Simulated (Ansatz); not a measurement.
`[GaH2][O][SbH2]` + `CC(=N)O` → `C/C(O)=[N]\[SbH2]` + `[OH][GaH2]` at 500 K and 1 bar (ligand exchange at the Sb–O bond).

Isolated molecules relaxed with PBE0-D4/def2-TZVP in Ansatz; ΔE leaves out vibrations. CBS: MP2 limit from def2 TZ/QZ plus the TZ coupled-cluster correction, frozen cores. Elements past krypton have def2 core potentials. For Ga, Sb outer-core shells are correlated without core-valence functions, which leaves a few kJ/mol of doubt a bond. Scalar relativity is left out up to krypton. Each species was taken in one conformer, which may not be the lowest.

```
            species  CCSD(T)/CBS energy (Eh)  H − E (kJ/mol)  S (J/(mol·K))
  `[GaH2][O][SbH2]`              -2241.53579           119.2          400.4
          `CC(=N)O`               -208.98810           228.2          330.0
`C/C(O)=[N]\[SbH2]`               -449.58570           250.6          433.3
       `[OH][GaH2]`              -2000.92981            96.0          296.8
```

H − E and S are ideal-gas, rigid-rotor, harmonic terms from PBE0-D4/def2-TZVP, for one conformer and one mirror image of each species. 1 Eh = 2625.50 kJ/mol, R = 8.31446 J/(mol·K).

Problem. By hand: ΔE, ΔH, ΔS and ΔG.

Solution. ΔE = (-449.58570) + (-2000.92981) − (-2241.53579) − (-208.98810) = 0.00838 Eh = 22.0 kJ/mol. Δ(H − E) = 250.6 + 96.0 − 119.2 − 228.2 = -0.8, so ΔH = 21.2 kJ/mol. ΔS = 433.3 + 296.8 − 400.4 − 330.0 = -0.3 J/(mol·K). ΔG = 21.2 − 500 × (-0.3)/1000 = 21.3 kJ/mol.

Problem. By hand: the equilibrium constant, and the temperature at which ΔG would vanish if ΔH and ΔS stayed fixed.

Solution. log₁₀ K = −ΔG/(RT ln 10) = -2.2. ΔH and −TΔS have one sign here, so there is no such temperature. One of them is within its doubt of zero, so this could turn.

The number of gas molecules stays the same, so ΔS is small and ΔH decides. A doubt of 5 kJ/mol in ΔE shifts log₁₀ K by 0.5 here. Other conformers and mirror images would add mixing entropy, several J/(mol·K) or more a flexible species. Modes under 60 cm⁻¹, often nearly free rotors, make the harmonic entropy too high. These are equilibria of isolated gas molecules and say nothing of rates. Largest T1 diagnostic: 0.016 (customary marks: 0.02 for closed shells, 0.045 for open ones).
